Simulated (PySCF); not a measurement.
Be(Et)(SH) (C₂H₆BeS), SMILES C[CH2][Be][SH].

Coordinates come from a PBE0-D3(BJ)/def2-SVP optimisation. The values are those of a single conformer.

These are r2SCAN/def2-TZVPD in PySCF values and carry that method's errors.

The molecule is in vacuum.

Computed frontier levels, gap, dipole moment and polarisability:
- highest occupied level = -6.67 eV
- lowest empty level = -0.84 eV
- orbital gap = 5.83 eV
- dipole moment = 1.09 D
- quadrupole, principal values (traceless, Buckingham form, about the centre of nuclear charge) = -6.45, -0.28, 6.73 D·Å
- mean static polarisability = 64.4 bohr³ (9.54 Å³)
- polarisability, principal values = 55.4, 59.5, 78.3 bohr³
